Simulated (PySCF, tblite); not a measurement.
Isomers of C8H7O2P, one GFN2-xTB conformer each. Single-point energies are computed at PBE0/pcSseg-1 (PySCF, gas phase, no added dispersion term), electronic only.

```json
{"SMILES": "COc1ccc(P=C=O)cc1", "GFN2-xTB relative energy (kJ/mol)": "140.2"}
{"SMILES": "c1cc(Pc2ccoc2)co1", "GFN2-xTB relative energy (kJ/mol)": "81.3"}
{"SMILES": "CC(=O)c1ccc(C=O)cp1", "GFN2-xTB relative energy (kJ/mol)": "142.3"}
{"SMILES": "COc1oc2ccccc2p1", "GFN2-xTB relative energy (kJ/mol)": "0.0"}
{"SMILES": "C#C[P@](=O)(O)c1ccccc1", "GFN2-xTB relative energy (kJ/mol)": "8.0"}
```

Conformers: `[CH3:1][O:2][c:3]1[cH:4][cH:5][c:6]([P:7]=[C:8]=[O:9])[cH:10][cH:11]1` with C1–O2–C3–C4 180°, C5–C6–P7–C8 -156°; `[cH:1]1[cH:2][c:3]([PH:4][c:5]2[cH:6][cH:7][o:8][cH:9]2)[cH:10][o:11]1` with C2–C3–P4–C5 59°, C3–P4–C5–C6 -152°; `[CH3:1][C:2](=[O:3])[c:4]1[cH:5][cH:6][c:7]([CH:8]=[O:9])[cH:10][p:11]1` with C1–C2–C4–C5 180°, C6–C7–C8–O9 180°; `[CH3:1][O:2][c:3]1[o:4][c:5]2[cH:6][cH:7][cH:8][cH:9][c:10]2[p:11]1` with C1–O2–C3–O4 0°; `[CH:1]#[C:2][P@:3](=[O:4])([OH:5])[c:6]1[cH:7][cH:8][cH:9][cH:10][cH:11]1` with C2–P3–O5–H 117°, C2–P3–C6–C7 -129°.

Q: What does PBE0/pcSseg-1 give for the same structures?

A: 
```csv
SMILES,PBE0/pcSseg-1 E (Eh),PBE0/pcSseg-1 (kJ/mol),GFN2-xTB (kJ/mol),point group
CC(=O)c1ccc(C=O)cp1,-800.12795,0.0,142.3,Cs
COc1oc2ccccc2p1,-800.12583,5.6,0.0,Cs
C#C[P@](=O)(O)c1ccccc1,-800.11781,26.6,8.0,C1
COc1ccc(P=C=O)cc1,-800.10324,64.9,140.2,C1
c1cc(Pc2ccoc2)co1,-800.08599,110.2,81.3,C1
```

GFN2-xTB puts COc1oc2ccccc2p1 lowest instead; measured from each level's own lowest isomer, the values differ by up to 142.3 kJ/mol (CC(=O)c1ccc(C=O)cp1: 142.3 against 0.0). As drawn, the lowest has a C=O bond, which the highest lacks. Neighbours under 10 kJ/mol apart (CC(=O)c1ccc(C=O)cp1 and COc1oc2ccccc2p1) can change places with a better method, another conformer or zero-point energy.

Q: Which frontier levels, dipoles and rotational constants go with these structures?

A: 
```tsv
SMILES	HOMO (eV, PBE0/pcSseg-1)	LUMO (eV)	dipole (D)	A, B, C (MHz)
CC(=O)c1ccc(C=O)cp1	-7.77	-3.05	0.49	2589, 548.5, 453.9
COc1oc2ccccc2p1	-5.93	-0.76	2.81	2280, 712.0, 544.4
C#C[P@](=O)(O)c1ccccc1	-7.79	-1.24	3.03	1766, 694.9, 608.1
COc1ccc(P=C=O)cc1	-6.07	-1.94	2.86	2549, 474.8, 406.6
c1cc(Pc2ccoc2)co1	-6.45	0.02	1.14	2228, 582.9, 512.9
```

Q: What happens when harmonic zero-point energies from GFN2-xTB frequencies are added?

A: 
| SMILES | ZPE (kJ/mol) | electronic (kJ/mol) | with ZPE (kJ/mol) |
| --- | --- | --- | --- |
| CC(=O)c1ccc(C=O)cp1 | 331.2 | 0.0 | 0.0 |
| COc1oc2ccccc2p1 | 340.8 | 5.6 | 15.2 |
| C#C[P@](=O)(O)c1ccccc1 | 327.7 | 26.6 | 23.2 |
| COc1ccc(P=C=O)cc1 | 335.2 | 64.9 | 68.9 |
| c1cc(Pc2ccoc2)co1 | 333.1 | 110.2 | 112.1 |

The zero-point energies span 13.1 kJ/mol. The order is unchanged.

Q: As an exercise, what shares would exp(−E/RT) give at 500 K from these electronic energies alone (no entropy, no degeneracies)?

A: RT = 4.157 kJ/mol: CC(=O)c1ccc(C=O)cp1 79.1 %, COc1oc2ccccc2p1 20.8 %, C#C[P@](=O)(O)c1ccccc1 0.1 %, COc1ccc(P=C=O)cc1 under 0.1 %, c1cc(Pc2ccoc2)co1 under 0.1 %.
